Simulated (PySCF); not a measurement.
From computed data to an observable: chemical shift, span and skew from a shielding tensor

C2H5ClOSi, SMILES C=CO[SiH2]Cl. Atoms are numbered in the order given.

```xyz
10

C     -2.9285     0.7281     0.1402
C     -1.7016     0.2108     0.1977
O     -0.5995     0.8869    -0.2410
Si     0.8715     0.2731    -0.7152
Cl     1.5412    -1.0958     0.6956
H     -3.1049     1.7199    -0.2818
H     -3.7741     0.1583     0.5274
H     -1.5011    -0.7791     0.6264
H      0.7591    -0.4459    -2.0082
H      1.7957     1.4236    -0.7759
```
Charge 0, spin multiplicity 1.

The structure is a stationary point at B3LYP-D3(BJ)/def2-SVP. The structure was generated by enumeration, and PubChem lists no compound with its InChIKey, so it may never have been made. One conformer was computed; it need not be the lowest.

GIAO shieldings from PBE/pcSseg-1 (PySCF), non-relativistic, no solvent. The symmetric part of the tensor of C1 has the principal values -22.9, 107.6, 154.2 ppm. The same nucleus in TMS has σ = 182.0 ppm at this level (PySCF, at its B3LYP-D3(BJ)/def2-TZVP geometry). Without spin–orbit terms, shifts of atoms bonded to Cl or Br come out too high.

Task: Work out the isotropic shielding, the ¹³C shift against TMS, the span and the skew.

Result: 
σ(iso) = (σ11 + σ22 + σ33)/3 = 79.6 ppm. δ = σ(ref) − σ(iso) = 182.0 − (79.6) = 102.4 ppm.
Span Ω = σ33 − σ11 = 177.1 ppm. Skew κ = 3(σ(iso) − σ22)/Ω = -0.47. Tumbling in solution averages the tensor to δ; in a static solid the shielding alone would spread this spin-1/2 line over Ω.
